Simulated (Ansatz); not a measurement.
Molecule: MgF₂, charge 1, multiplicity 2. SMILES of the parent species: [Mg]([F])[F]
Structure (B3LYP-D3(BJ)/def2-TZVP (Ansatz, a program for electronic structure) minimum search):
```
Mg
F 1 1.8356
F 1 1.8356 2 180.00
```
Charge +1, spin multiplicity 2.

Parts of the frozen-core correlation energy in def2-SVP (Ansatz, hartree). Frozen orbitals: 7; correlated occupied orbitals by spin: 8 and 7; virtual: 31 and 32. UHF or UKS for open shells. No spin-orbit coupling. Non-relativistic.

```tsv
term	value
reference (HF)	-397.94299
MP2 opposite-spin	(withheld)
MP2 same-spin	(withheld)
CCSD correlation	-0.36291
(T)	(withheld)
CCSDT minus CCSD(T)	0.00088
T1 diagnostic	0.020
largest doubles amplitude	0.036
<S^2> of the reference	0.753
```

Q: Some entries are withheld; supply them.

A: 
- MP2 opposite-spin, value: -0.25694
- MP2 same-spin, value: -0.09497
- (T), value: -0.00468
